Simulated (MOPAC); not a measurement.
MOPAC input (AM1):

```
AM1 PRECISE GNORM=0.05 LET XYZ CHARGE=-1 GEO-OK AUX(PRECISION=9) THREADS=1
C2HClF3

C    -0.76398400 1   -0.64348800 1   -0.34542900 1
C     0.63138400 1   -0.30599900 1   -0.15763700 1
F     1.13636800 1    0.94469000 1   -0.62699800 1
F     1.43050000 1   -1.20605600 1   -0.82546100 1
F     1.06125500 1   -0.30098200 1    1.14364400 1
Cl   -1.81573500 1    0.66788400 1    0.42400400 1
H    -0.99001800 1   -0.59596600 1   -1.41035300 1
```

Output:

```
 *******************************************************************************
 **                                                                           **
 **                              MOPAC v23.2.5                                **
 **                                                                           **
 *******************************************************************************
 ** MOPAC's Digital Object Identifier: https://doi.org/10.5281/zenodo.6511958 **
 **                                                                           **
 ** Please cite the open-source release paper for use of this MOPAC version:  **
 ** J. E. Moussa and J. J. P. Stewart (2026)                                  **
 ** MOPAC: An open-source semiempirical molecular orbital program             **
 ** J. Open Source Softw., 11(119), 8025, https://doi.org/10.21105/joss.08025 **
 *******************************************************************************

                              AM1 CALCULATION RESULTS

 *******************************************************************************
 *  AM1        - The AM1 Hamiltonian to be used
 *  GEO-OK     - OVERRIDE INTERATOMIC DISTANCE AND OTHER SAFETY CHECKS
 *
 *
 *
 *                 CHARGE ON SYSTEM = -1
 *
 *
 *
 *  LET        - OVERRIDE SOME SAFETY CHECKS
 *  PRECISE    - TIGHTER CRITERIA TO BE USED
 *  XYZ        - CARTESIAN COORDINATE SYSTEM TO BE USED
 *  GNORM      - EXIT WHEN GRADIENT NORM DROPS BELOW 0.050
 *  AUX        - OUTPUT AUXILIARY INFORMATION
 *******************************************************************************
AM1 PRECISE GNORM=0.05 LET XYZ CHARGE=-1 GEO-OK AUX(PRECISION=9) THREADS=1
 C2HClF3

   ATOM   CHEMICAL          X               Y               Z
  NUMBER   SYMBOL      (ANGSTROMS)     (ANGSTROMS)     (ANGSTROMS)

     1       C         -0.76398400  *  -0.64348800  *  -0.34542900  *
     2       C          0.63138400  *  -0.30599900  *  -0.15763700  *
     3       F          1.13636800  *   0.94469000  *  -0.62699800  *
     4       F          1.43050000  *  -1.20605600  *  -0.82546100  *
     5       F          1.06125500  *  -0.30098200  *   1.14364400  *
     6      Cl         -1.81573500  *   0.66788400  *   0.42400400  *
     7       H         -0.99001800  *  -0.59596600  *  -1.41035300  *

          CARTESIAN COORDINATES

    NO.       ATOM           X           Y           Z

     1         C         -0.7640     -0.6435     -0.3454
     2         C          0.6314     -0.3060     -0.1576
     3         F          1.1364      0.9447     -0.6270
     4         F          1.4305     -1.2061     -0.8255
     5         F          1.0613     -0.3010      1.1436
     6        Cl         -1.8157      0.6679      0.4240
     7         H         -0.9900     -0.5960     -1.4104

  H: (AM1): M.J.S. DEWAR ET AL, J. AM. CHEM. SOC. 107 3902-3909 (1985)
  C: (AM1): M.J.S. DEWAR ET AL, J. AM. CHEM. SOC. 107 3902-3909 (1985)
  F: (AM1): M.J.S. DEWAR AND E. G. ZOEBISCH, THEOCHEM, 180, 1 (1988).
 Cl: (AM1): M.J.S. DEWAR AND E. G. ZOEBISCH, THEOCHEM, 180, 1 (1988).

           Empirical Formula: C2 H F3 Cl  =     7 atoms

      MOLECULAR POINT GROUP   :   C1

      RHF CALCULATION, NO. OF DOUBLY OCCUPIED LEVELS = 19

          Geometry optimization using EF

          DIAGONAL MATRIX USED AS START HESSIAN

 CYCLE:     1  GRAD.:   107.107 HEAT: -164.7760
 CYCLE:     2  GRAD.:   257.591 HEAT: -155.7409
 CYCLE:     3  GRAD.:   218.270 HEAT: -152.9297
 CYCLE:     4  GRAD.:   141.735 HEAT: -165.3060
 CYCLE:     5  GRAD.:   395.142 HEAT: -143.7413
 CYCLE:     6  GRAD.:   257.683 HEAT: -157.7549
 CYCLE:     7  GRAD.:   197.953 HEAT: -162.1359
 CYCLE:     8  GRAD.:   244.467 HEAT: -156.1395
 CYCLE:     9  GRAD.:   259.822 HEAT: -157.4261
 CYCLE:    10  GRAD.:   368.209 HEAT: -149.5309
 CYCLE:    11  GRAD.:   271.744 HEAT: -155.4062
 CYCLE:    12  GRAD.:   143.057 HEAT: -166.0874
 CYCLE:    13  GRAD.:   122.884 HEAT: -168.9179
 CYCLE:    14  GRAD.:   105.208 HEAT: -170.8005
 CYCLE:    15  GRAD.:    32.424 HEAT: -173.6339
 CYCLE:    16  GRAD.:    13.644 HEAT: -174.0860
 CYCLE:    17  GRAD.:     9.893 HEAT: -174.3755
 CYCLE:    18  GRAD.:    22.589 HEAT: -174.6326
 CYCLE:    19  GRAD.:     4.698 HEAT: -174.7283
 CYCLE:    20  GRAD.:     2.063 HEAT: -174.7481
 CYCLE:    21  GRAD.:     2.455 HEAT: -174.7557
 CYCLE:    22  GRAD.:     0.990 HEAT: -174.7586
 CYCLE:    23  GRAD.:     1.555 HEAT: -174.7639
 CYCLE:    24  GRAD.:     3.340 HEAT: -174.7737
 CYCLE:    25  GRAD.:     5.179 HEAT: -174.8070
 CYCLE:    26  GRAD.:     7.103 HEAT: -174.8349
 CYCLE:    27  GRAD.:     5.573 HEAT: -174.8760
 CYCLE:    28  GRAD.:     9.886 HEAT: -174.9006
 CYCLE:    29  GRAD.:     2.225 HEAT: -174.9149
 CYCLE:    30  GRAD.:     4.660 HEAT: -174.9123
 CYCLE:    31  GRAD.:     2.874 HEAT: -174.9211
 CYCLE:    32  GRAD.:     2.288 HEAT: -174.9230
 CYCLE:    33  GRAD.:     1.774 HEAT: -174.9255
 CYCLE:    34  GRAD.:     1.432 HEAT: -174.9285
 CYCLE:    35  GRAD.:     1.197 HEAT: -174.9313
 CYCLE:    36  GRAD.:     0.555 HEAT: -174.9330
 CYCLE:    37  GRAD.:     0.370 HEAT: -174.9333
 CYCLE:    38  GRAD.:     0.199 HEAT: -174.9337
 CYCLE:    39  GRAD.:     0.094 HEAT: -174.9338
 CYCLE:    40  GRAD.:     0.025 HEAT: -174.9338

     GRADIENT =  0.02497 IS LESS THAN CUTOFF =  0.05000

 -------------------------------------------------------------------------------
 AM1 PRECISE GNORM=0.05 LET XYZ CHARGE=-1 GEO-OK AUX(PRECISION=9) THREADS=1
 C2HClF3

     GEOMETRY OPTIMISED USING EIGENVECTOR FOLLOWING (EF).
     SCF FIELD WAS ACHIEVED

                              AM1 CALCULATION
                                                       MOPAC v23.2.5 Linux

          FINAL HEAT OF FORMATION =       -174.93380 KCAL/MOL =    -731.92300 KJ/MOL

          COSMO AREA              =        117.04 SQUARE ANGSTROMS
          COSMO VOLUME            =        103.95 CUBIC ANGSTROMS

          GRADIENT NORM           =          0.02497          =       0.00944 PER ATOM
          IONIZATION POTENTIAL    =          2.001039 EV
          HOMO LUMO ENERGIES (EV) =         -2.001  7.783
          NO. OF FILLED LEVELS    =         19
          MOLECULAR WEIGHT        =        117.4781         POINT GROUP:  Cs

          MOLECULAR DIMENSIONS (Angstroms)

            Atom       Atom       Distance
           Cl     6    F     4     3.96667
            H     7    F     5     3.12994
            F     3    F     5     1.99411

          SCF CALCULATIONS        =         41

   ATOM   CHEMICAL          X               Y               Z
  NUMBER   SYMBOL      (ANGSTROMS)     (ANGSTROMS)     (ANGSTROMS)

     1       C         -0.78906345  *  -0.41060244  *  -0.37687399  *
     2       C          0.63364449  *  -0.25786294  *  -0.17748675  *
     3       F          1.23851761  *   0.93762496  *  -0.55720588  *
     4       F          1.41248736  *  -1.18488995  *  -0.85438159  *
     5       F          1.14378345  *  -0.36227951  *   1.11405362  *
     6      Cl         -1.88876147  *   0.63754891  *   0.37645434  *
     7       H         -1.20172980  *  -1.18125361  *  -1.00024728  *

                             CARTESIAN COORDINATES

   1    C       -0.789063446    -0.410602442    -0.376873989
   2    C        0.633644492    -0.257862938    -0.177486746
   3    F        1.238517608     0.937624959    -0.557205882
   4    F        1.412487359    -1.184889951    -0.854381585
   5    F        1.143783452    -0.362279506     1.114053624
   6   Cl       -1.888761475     0.637548910     0.376454338
   7    H       -1.201729800    -1.181253614    -1.000247277

           Empirical Formula: C2 H F3 Cl  =     7 atoms

      MOLECULAR POINT GROUP   :   Cs

                  EIGENVALUES
 -46.05629 -42.69059 -42.27977 -31.52944 -24.47331 -17.94506 -13.84559 -13.60015
 -12.50666 -10.03138  -9.80750  -9.11353  -8.86840  -8.85308  -8.68988  -8.20668
  -7.32245  -5.90154  -2.00104   7.78304   8.53413   9.17467   9.22584  10.43569
  11.15667

              NET ATOMIC CHARGES AND DIPOLE CONTRIBUTIONS

  ATOM NO.   TYPE          CHARGE      No. of ELECS.   s-Pop       p-Pop
    1          C          -0.786881        4.7869     1.21596     3.57092
    2          C           0.539433        3.4606     1.17067     2.28990
    3          F          -0.253231        7.2532     1.92847     5.32476
    4          F          -0.234159        7.2342     1.92532     5.30883
    5          F          -0.253199        7.2532     1.92847     5.32473
    6         Cl          -0.142239        7.1422     1.97698     5.16526
    7          H           0.130276        0.8697     0.86972
 DIPOLE           X         Y         Z       TOTAL
 POINT-CHG.     0.760     0.416     0.366     0.941
 HYBRID         0.130     0.058     0.052     0.152
 SUM            0.891     0.474     0.418     1.092

          ATOMIC ORBITAL ELECTRON POPULATIONS

     Atom    s        px        py        pz
    1  C   1.21596   0.80963   1.25440   1.50690
    2  C   1.17067   0.86912   0.70474   0.71604
    3  F   1.92847   1.85303   1.54922   1.92251
    4  F   1.92532   1.76918   1.70928   1.83037
    5  F   1.92847   1.88650   1.95992   1.47832
    6 Cl   1.97698   1.63286   1.69198   1.84042
    7  H   0.86972

 **********************
 *                    *
 * JOB ENDED NORMALLY *
 *                    *
 **********************

 == MOPAC DONE ==
```

The dipole moment of an ion depends on the origin.

The geometry given is a B3LYP-D3(BJ)/def2-TZVP minimum.
